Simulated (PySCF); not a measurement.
## Computed properties of B(H)(OEt)(NH2) (C₂H₈BNO), SMILES CCOBN

B(H)(OEt)(NH2) (C₂H₈BNO), SMILES CCOBN. The structure is a stationary point at B3LYP-D3(BJ)/def2-SVP. This is a generated structure with no PubChem entry under its InChIKey; it may be hypothetical. The values are those of a single conformer. All values are computed for the isolated molecule unless a solvent is named; none is compared with measurement here.

**Structure.** All 33 harmonic modes at B3LYP-D3(BJ)/def2-SVP (PySCF) are real, so it is a minimum. With heavy atoms numbered as in [BH:1]([O:3][CH2:4][CH3:5])[NH2:11], the shortest bond between them is B1–O3 at 1.365 Å and the longest C4–C5 at 1.521 Å.

**Vibrations.** The strongest infrared lines (harmonic, unscaled, degenerate partners summed) lie at 1592 cm⁻¹ (302 km/mol, H 61 %, N 21 %, B 16 %), 1404 cm⁻¹ (185 km/mol, H 65 %, C 23 %, B 9 %), 417 cm⁻¹ (172 km/mol, H 83 %, N 17 %). The softest mode is at 51 cm⁻¹ and the zero-point energy is 69.4 kcal/mol.

**Electronic structure.** CAM-B3LYP/def2-TZVP (PySCF) places the frontier levels at -8.87 and 2.02 eV, a gap of 10.89 eV, and gives a dipole moment of 0.35 D and a mean polarisability of 51.9 bohr³. PBE/def2-TZVP (PySCF) at the same geometry gives -6.02 and 0.35 eV, so its gap is 4.52 eV narrower. An orbital gap is neither the optical nor the fundamental gap.

**Excitations.** TDA-B3LYP/def2-SVPD (PySCF) has S1 at 6.63 eV (187 nm, f = 0.026, weak); the most intense of the 10 singlets computed lies at 7.58 eV (f = 0.12). T1 (TDA) is at 6.32 eV, 0.31 eV under S1. TDA-PBE/def2-SVPD (PySCF) puts S1 at 6.16 eV. No vertical singlet excitation falls in the visible range (under 3.1 eV).

**NMR.** GIAO shifts at B3LYP/pcSseg-1 (PySCF) (non-relativistic, atoms alike by connectivity averaged): ¹³C from 23.8 to 71.0 ppm against TMS; ¹H from 1.5 to 4.3 ppm against TMS; ¹¹B at 15.7 ppm against BF3.
